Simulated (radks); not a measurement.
Species: neutral rhodium. Configuration: [Kr] 4d8 5s1. Method: scalar-relativistic Kohn-Sham, r2SCAN, spin-polarised, spherical densities, finite nucleus; open shells are filled with parallel spins first (spin-orbit coupling, left out, can overturn this in heavy ions); meta-GGA in the generalised Kohn-Sham scheme; Fermi nuclear charge, rms radius 4.4945 fm; computed with a radial shooting solver on a logarithmic mesh with Libxc functionals.

Unscreened Slater integrals over Kohn-Sham orbitals (cm^-1). They are taken over the spin-up orbitals. Empty in this configuration: 5p.

integral    value
F0(5s,5s)   62025
F0(5s,4d)   76108
G2(5s,4d)   14135
F0(5s,4p)   79517
G1(5s,4p)  4334.6
F0(5s,4s)   80117
G0(5s,4s)  2782.1
F0(5s,5p)   51192
G1(5s,5p)   31010
F0(4d,4d)  127590
F2(4d,4d)   61791
F4(4d,4d)   39802
F0(4d,4p)  148620
F2(4d,4p)   70802
G1(4d,4p)   87892
G3(4d,4p)   53290
F0(4d,4s)  153330
G2(4d,4s)   63209
F0(4d,5p)   57606
F2(4d,5p)   14297
G1(4d,5p)  7118.1
G3(4d,5p)  5281.7
F0(4p,4p)  181940
F2(4p,4p)   95460
F0(4p,4s)  190420
G1(4p,4s)  129200
F0(4p,5p)   59073
F2(4p,5p)  9168.2
G0(4p,5p)  1594.8
G2(4p,5p)  1979.0
F0(4s,4s)  200330
F0(4s,5p)   59353
G1(4s,5p)  2195.1
F0(5p,5p)   44678
F2(5p,5p)   23006

Derived for the open shells (J is the average intra-shell exchange parameter used in DFT+U). 4d: Racah B = F2/49 - 5 F4/441 = 809.8 cm^-1, C = 35 F4/441 = 3159 cm^-1, C/B = 3.90, F4/F2 = 0.644, J = (F2 + F4)/14 = 7257 cm^-1.
